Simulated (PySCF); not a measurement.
Energy of La²⁺ (lanthanum, charge +2) between two integer charges

The 5d alpha orbital of [Xe] 5d1 is emptied in steps (occupation f), with all orbitals relaxed, ending at [Xe]. Computed with PySCF 2.14 in x2c-TZVPall, with the spin-free X2C one-electron Hamiltonian (Gaussian nucleus). The exact energy is a straight line in f; departures are measured from the line between the end points of the same method.

Q: Among UHF, LDA, PBE, which shows the largest delocalisation error (convex curve), and which is closest to linear?

A: Most convex: LDA (-1.033 eV at f = 0.5); closest to linear: UHF (0.083 eV).

```csv
f,UHF (eV),LDA (eV),PBE (eV)
1,0.000,0.000,0.000
0.75,0.063,-0.771,-0.752
0.5,0.083,-1.033,-1.004
0.25,0.061,-0.778,-0.754
0,0.000,0.000,0.000
```

| method | E(f=0) − E(f=1) (eV) | −ε at f=1 (eV) | −ε at f=0.5 (eV) |
| --- | --- | --- | --- |
| UHF | 18.153 | 18.495 | 18.148 |
| LDA | 19.263 | 15.177 | 19.245 |
| PBE | 19.266 | 15.272 | 19.261 |

Reference removal energy between the ground levels: 19.177 eV (measured; NIST Atomic Spectra Database, ionization energies). The calculation has no spin-orbit coupling. UHF lacks correlation.
